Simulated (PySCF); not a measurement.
Electron correlation in Mg (magnesium, neutral)

[Ne] 3s2, closed-shell 1S. Calculation: PySCF 2.14, in jorge-DZP-DKH; the spin-free X2C one-electron Hamiltonian (Gaussian nucleus). Frozen: [Ne]; 2 electrons correlated.

Total MP2 correlation energy: -20.89 mhartree.

Same-spin part 0.00 and opposite-spin part -20.89 mhartree; SCS-MP2 scales them by 1/3 and 6/5 to -25.07 mhartree.

With two correlated electrons CCSD is exact within the correlated space (frozen core and kept virtual orbitals).

```
level  correlation energy (mhartree)
 CCSD                         -32.74
```

Diagnostics: T1 = 0.011, D1 = 0.0155, largest double amplitude 0.113.

Cost of the coupled-cluster step: 0.07 s of wall time on 1 thread of AMD EPYC 7R43 64-Core Processor (shared host), for 2 correlated electrons.

Iterations:

```
CC2 = 0
CCSD nocc = 1, nmo = 19
frozen orbitals [0, 1, 2, 3, 4]
max_cycle = 100
direct = 0
conv_tol = 1e-08
conv_tol_normt = 1e-06
diis_space = 8
diis_start_cycle = 0
Init t2, MP2 energy = -199.933958011011  E_corr(MP2) -0.0208879276703058
Init E_corr(CCSD) = -0.0208879276706577
cycle = 1  E_corr(CCSD) = -0.0276691228914441  dE = -0.00678119522  norm(t1,t2) = 0.0552972
cycle = 2  E_corr(CCSD) = -0.0302864533373786  dE = -0.00261733045  norm(t1,t2) = 0.0267324
cycle = 3  E_corr(CCSD) = -0.0327650403159988  dE = -0.00247858698  norm(t1,t2) = 0.0142961
cycle = 4  E_corr(CCSD) = -0.0327373117613676  dE = 2.77285546e-05  norm(t1,t2) = 0.00120571
cycle = 5  E_corr(CCSD) = -0.0327427979742458  dE = -5.48621288e-06  norm(t1,t2) = 0.00017955
cycle = 6  E_corr(CCSD) = -0.0327337285661652  dE = 9.06940808e-06  norm(t1,t2) = 4.06685e-05
cycle = 7  E_corr(CCSD) = -0.0327362091981183  dE = -2.48063195e-06  norm(t1,t2) = 1.47815e-05
cycle = 8  E_corr(CCSD) = -0.0327361833242545  dE = 2.58738638e-08  norm(t1,t2) = 1.24772e-06
cycle = 9  E_corr(CCSD) = -0.0327361360584836  dE = 4.72657709e-08  norm(t1,t2) = 3.02911e-07
cycle = 10  E_corr(CCSD) = -0.0327361328688839  dE = 3.18959973e-09  norm(t1,t2) = 2.83015e-08
CCSD converged
E(CCSD) = -199.9458062162091  E_corr = -0.03273613286888391
```
